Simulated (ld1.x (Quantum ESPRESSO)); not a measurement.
**An all-electron radial function and its pseudo partner (nitrogen)**

Columns: radius, all-electron u(r) and pseudo u(r) of the 2s shell (level -18.80 eV) of nitrogen in the configuration [He] 2s1.75 2p3.25; BP86, scalar-relativistic, PAW scheme, ld1.x (Quantum ESPRESSO) 7.5.

| r (bohr) | all-electron | pseudo |
| --- | --- | --- |
| 0.062 | 0.3205 | -0.0987 |
| 0.125 | 0.3871 | -0.1975 |
| 0.188 | 0.3152 | -0.2932 |
| 0.250 | 0.1787 | -0.3830 |
| 0.312 | 0.0169 | -0.4673 |
| 0.375 | -0.1499 | -0.5463 |
| 0.438 | -0.3060 | -0.6179 |
| 0.500 | -0.4428 | -0.6804 |
| 0.562 | -0.5603 | -0.7347 |
| 0.625 | -0.6594 | -0.7815 |
| 0.688 | -0.7384 | -0.8198 |
| 0.750 | -0.7981 | -0.8494 |
| 0.812 | -0.8416 | -0.8716 |
| 0.875 | -0.8712 | -0.8867 |
| 0.938 | -0.8882 | -0.8948 |
| 1.000 | -0.8944 | -0.8965 |
| 1.062 | -0.8919 | -0.8923 |
| 1.125 | -0.8822 | -0.8822 |
| 1.188 | -0.8665 | -0.8665 |
| 1.250 | -0.8464 | -0.8464 |
| 1.312 | -0.8229 | -0.8229 |
| 1.375 | -0.7962 | -0.7962 |
| 1.438 | -0.7675 | -0.7675 |
| 1.500 | -0.7379 | -0.7379 |
| 1.562 | -0.7076 | -0.7076 |
| 1.625 | -0.6763 | -0.6763 |

(1) How many radial nodes do the two functions have?

(2) At about which radius was the pseudo-wave matched?

(3) Is the pseudo-wave norm-conserving?

Answers

(1) The all-electron 2s function has n − l − 1 = 1; the pseudo-wave has 0, since the states of the same l below it are removed with the core.

(2) 1.15 bohr. The columns agree to 0.0005 from 1.06 bohr on; several derivatives are matched, so the curves merge somewhat inside the radius.

(3) No, it belongs to a PAW set: the norm inside the radius is not constrained, and the difference is carried by the augmentation charge.
